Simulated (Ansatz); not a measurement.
Abridged output of a molecular run in Ansatz:

```
Functional definition: HF
2580 factors; integrals over basis functions are off by at most 9.8e-4 eV
mean field evaluation 1: about -9896.2268 eV, gradient 4.8e1 eV
mean field evaluation 2: about -9896.7294 eV, gradient 4.8e1 eV
mean field evaluation 4: about -9902.9882 eV, gradient 5.2e0 eV
mean field evaluation 8: about -9903.0764 eV, gradient 3.0e-1 eV
mean field -9903.07686422 eV, -363.9313622135 hartree, gradient 2.8e-6 eV, S^2 0.000000; 0 other end points of the search recorded, 0 dependent functions left out; unrestricted orbitals would lower it
9 core orbitals not correlated: weight in the atoms' cores, before any rotation towards them, 1.000 or more for the frozen orbitals, at most 0.000 for the correlated occupied ones
reference -9903.07686422 eV, -363.9313622135 hartree; 24, 24 occupied and 400, 400 virtual orbitals, 2580 factors
second order -40.98880200 eV of doubles, -0.00000000 eV of singles
cycle   1  -41.00205859 eV  change   -1.3e-2 eV  update   1.4e-1
cycle   2  -42.03339459 eV  change    -1.0e0 eV  update   4.4e-2
cycle   3  -42.25375989 eV  change   -2.2e-1 eV  update   2.0e-2
cycle   4  -42.24666872 eV  change    7.1e-3 eV  update   5.7e-3
cycle   5  -42.24469539 eV  change    2.0e-3 eV  update   3.0e-3
cycle   6  -42.24616071 eV  change   -1.5e-3 eV  update   9.2e-4
cycle   7  -42.24575974 eV  change    4.0e-4 eV  update   3.4e-4
cycle   8  -42.24560251 eV  change    1.6e-4 eV  update   1.4e-4
cycle   9  -42.24564231 eV  change   -4.0e-5 eV  update   4.7e-5
perturbative correction -2.07625110 eV, -0.0763008205 hartree
Total energy: -9947.39875763 eV, -365.5601617538 hartree
```

Its atoms:

```xyz
20

C    -2.7946   -1.7800    0.3437
C    -1.6495   -0.8686    0.7281
N    -0.8512   -0.5509   -0.4279
C     0.3125    0.1809   -0.3297
C     1.1947    0.2280   -1.4169
C     2.3487    0.9830   -1.3587
C     2.6620    1.7160   -0.2199
C     1.7953    1.6715    0.8590
C     0.6348    0.9131    0.8164
H    -3.4257   -1.3127   -0.4155
H    -2.4252   -2.7296   -0.0551
H    -3.4141   -2.0059    1.2129
H    -1.0444   -1.3382    1.5196
H    -2.0499    0.0597    1.1504
H    -0.8342   -1.2675   -1.1352
H     0.9573   -0.3333   -2.3155
H     3.0139    1.0004   -2.2151
H     3.5677    2.3083   -0.1772
H     2.0226    2.2327    1.7589
H    -0.0207    0.8932    1.6776
```

Task: Which basis set was used?
A. cc-pV(Q+d)Z
B. def2-SVPD
C. def2-TZVPP
D. cc-pV(D+d)Z

Result: C. It gives 433 functions.

Task: Write the keys of the input that set method, charge and spin (a neutral closed shell needs none for the last two).

Result: 
```yaml
correlation: {method: ccsd_t}
```
